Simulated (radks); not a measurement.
W IX, 66 electrons, occupied as [Kr] 4d10 4f(5/2: 6, 7/2: 7) 5s2 5p(1/2: 2, 3/2: 3) (not the ground configuration). Calculated with a radial shooting solver on a logarithmic mesh with Libxc functionals: Dirac Kohn-Sham, relativistic LDA (MacDonald-Vosko exchange, VWN5 correlation), spin-unpolarised, spherical densities, finite nucleus; Fermi nuclear charge, rms radius 5.3658 fm.

Unscreened Slater integrals over Kohn-Sham orbitals (cm^-1). Large and small components are both included.

integral          value
F0(5p3/2,5p3/2)  169810
F2(5p3/2,5p3/2)   92595
F0(5p3/2,4f7/2)  206460
F2(5p3/2,4f7/2)   67241
G2(5p3/2,4f7/2)   27442
G4(5p3/2,4f7/2)   22987
F0(5p3/2,4f5/2)  206890
F2(5p3/2,4f5/2)   66611
G2(5p3/2,4f5/2)   26725
G4(5p3/2,4f5/2)   22475
F0(5p3/2,5p1/2)  175050
G2(5p3/2,5p1/2)   93645
F0(4f7/2,4f7/2)  346030
F2(4f7/2,4f7/2)  169460
F4(4f7/2,4f7/2)  107350
F6(4f7/2,4f7/2)   77530
F0(4f7/2,4f5/2)  348210
F2(4f7/2,4f5/2)  170490
F4(4f7/2,4f5/2)  108000
G2(4f7/2,4f5/2)  169810
G4(4f7/2,4f5/2)  107590
G6(4f7/2,4f5/2)   77708
F0(4f7/2,5p1/2)  217840
G4(4f7/2,5p1/2)   27465
F0(4f5/2,4f5/2)  350420
F2(4f5/2,4f5/2)  171570
F4(4f5/2,4f5/2)  108690
F0(4f5/2,5p1/2)  218340
G2(4f5/2,5p1/2)   32796
F0(5p1/2,5p1/2)  181070
